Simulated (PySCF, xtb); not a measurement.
N-(methylaminosilyl)ethanamine (C3H12N2Si), SMILES CCN[SiH2]NC.

xtb 6.7.1 with GFN2-xTB at its own geometry gives an orbital gap of 5.65 eV and a dipole moment of 0.74 D.

Coordinates come from a r2SCAN-D4/def2-SVP optimisation. One conformer was computed; it need not be the lowest.

### Question
What does PySCF with PBE/def2-TZVP give? (Estimate from the structure and the level; the computed values follow.)

### Answer
gap 5.35 eV (levels -5.22 and 0.14 eV), dipole 1.24 D.
